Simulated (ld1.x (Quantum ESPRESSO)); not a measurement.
## Varying the TM potential for Hf

Base potential:

```
Element                 : hafnium (Hf)
Generator               : ld1.x (Quantum ESPRESSO) 7.5
Type                    : norm-conserving Troullier–Martins (Kleinman–Bylander form)
Functional              : PBE
Relativity              : scalar-relativistic
Frozen core             : [Kr] 4d10 4f14
Valence charge          : 12
Reference configuration : 5s2 5p6 5d2 6s1.75 6p0.25
Partial waves           : 5p (bound): rc 1.25 bohr; 5d (bound): rc 1.75 bohr; 5s (bound): rc 1.05 bohr
Local potential         : the s channel
Core correction         : a·sin(br)/r model core, default radius (core density twice the valence density)
```

Occupied shells without a wave of their own: 6p, 6s. They enter only through the test configuration that unscreens the potential, and ld1.x also counts them in the model core charge.

Cutoffs, loose and tight: the cutoffs (Ry, on a coarse ladder) from which the occupation-weighted sum of valence levels, in a spherical-Bessel basis at the reference potential, stays within 10 and 1 mRy of its value at 400 Ry. They do not see the model core or the augmentation charge, which bear on the density cutoff. Test errors are all-electron minus pseudo excitation energies from the reference, over the configurations 5s2 5p6 5d2 6s2 6p0; 5s2 5p6 5d2 6s1 6p0; 5s2 5p6 5d2 6s0 6p0; 5s2 5p6 5d3 6s0 6p0; 5s2 5p6 5d2 6s1.5 6p0; 5s2 5p5 5d2 6s2 6p0; 5s2 5p6 5d2 6s0 6p2. A dash means not determined; rows that change the core or the reference have their own tests.

With those shells counted twice in exchange and correlation these files are broken, and their errors move erratically; no question is asked of them.

A true bound ghost makes a file unfit for plane-wave use even where its test errors are small: the radial tests pick states by their node count and pass the ghost by.

Cutoffs are not given where the Bessel-basis levels miss the radial ones by over 6 mRy, ghosts where they miss by over 20 mRy; a channel whose overlap is not positive is not tested.

```tsv
change	outcome	cutoff, loose	cutoff, tight	bound ghosts	largest test error (meV)
base	generated	110 Ry	180 Ry	none	-671
wave 5p (bound): rc 1.25 bohr becomes 5p (bound): rc 0.78 bohr	generated	–	–	not determined	-662
wave 5p (bound): rc 1.25 bohr becomes 5p (bound): rc 0.94 bohr	generated	230 Ry	over 300 Ry	p	-671
wave 5p (bound): rc 1.25 bohr becomes 5p (bound): rc 1.10 bohr	generated	120 Ry	200 Ry	none	-671
wave 5p (bound): rc 1.25 bohr becomes 5p (bound): rc 1.22 bohr	generated	110 Ry	180 Ry	none	-671
wave 5p (bound): rc 1.25 bohr becomes 5p (bound): rc 1.32 bohr	generated	100 Ry	180 Ry	none	-671
wave 5p (bound): rc 1.25 bohr becomes 5p (bound): rc 1.46 bohr	generated	100 Ry	180 Ry	none	-672
wave 5p (bound): rc 1.25 bohr becomes 5p (bound): rc 1.60 bohr	generated	100 Ry	180 Ry	none	-675
wave 5p (bound): rc 1.25 bohr becomes 5p (bound): rc 1.78 bohr	generated	100 Ry	180 Ry	none	-679
wave 5p (bound): rc 1.25 bohr becomes 5p (bound): rc 1.86 bohr	generated	100 Ry	180 Ry	none	-681
```

Reading the sweep of the p radius (base included, trends over the rows without a ghost): The loose cutoff stays near 100 Ry. The median size of the test errors (rows with all tests solved) stays near 175.1 meV. Bound ghosts are found at 0.94 bohr.
